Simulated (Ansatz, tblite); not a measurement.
Removing and adding an electron: Ag₂Au. Charge 0, multiplicity 2. Geometry: r2SCAN-D4/def2-TZVP. Ansatz, gas phase; energy differences of separate SCF runs; the oxidised species is a singlet (the triplet lies 2.69 eV higher at PBE0-D4/def2-TZVP); the reduced species is a triplet (the singlet lies 0.15 eV higher at PBE0-D4/def2-TZVPD).

```xyz
3

Au    1.140   -0.304    1.037
Ag   -0.667    1.364   -0.057
Ag   -0.474   -1.060   -0.979
```

In the def2 sets Ag, Au take a core potential; there is no spin–orbit coupling. The xTB rows come from tblite. Correlated methods freeze no core orbitals; core or outer-core shells of Au, Ag are correlated, in sets that lack core-valence functions. The structure comes from a short search, and lower isomers may exist.

| level | −HOMO (eV) | vertical IE (eV) | −LUMO (eV) | vertical EA (eV) | HOMO–LUMO gap (eV) | IE − EA (eV) | remarks |
| --- | --- | --- | --- | --- | --- | --- | --- |
| GFN1-xTB | – | 12.02 | – | 4.51 | – | 7.50 | – |
| GFN2-xTB | – | 10.81 | – | 4.88 | – | 5.93 | – |
| HF/def2-TZVP | – | 4.92 | – | – | – | – | – |
| PBE-D4/def2-TZVP | 4.16 | 6.52 | 3.64 | – | 0.52 | – | – |
| PBE-D4/def2-TZVPD | 4.16 | – | 3.65 | 1.53 | 0.51 | – | HOMO above zero (-1 triplet) |
| r2SCAN-D4/def2-TZVP | 4.30 | 6.44 | 3.46 | – | 0.84 | – | – |
| r2SCAN-D4/def2-TZVPD | 4.30 | – | 3.47 | 1.59 | 0.84 | – | HOMO above zero (-1 triplet) |
| PBE0-D4/def2-TZVP | 4.56 | 6.23 | 2.83 | – | 1.73 | – | – |
| PBE0-D4/def2-TZVPD | 4.56 | – | 2.83 | 1.39 | 1.72 | – | HOMO above zero (-1 triplet) |
| MP2/def2-TZVP | – | 6.00 | – | – | – | – | – |
| CCSD/def2-TZVP | – | 5.87 | – | – | – | – | – |
| CCSD(T)/def2-TZVP | – | 5.96 | – | – | – | – | – |

   A HOMO above zero means that the electron is unbound at that level or that self-interaction error raises the level; the energy of removing that electron tells which. HOMO and LUMO are the levels of the spin that leaves or enters (xTB has no such levels and no spin-polarisation term). Other spin states of the ions may lie lower, which would lower the ionisation energy or raise the affinity. Raw xTB energy differences between charge states are shifted by several eV; the methods need an empirical correction for them.
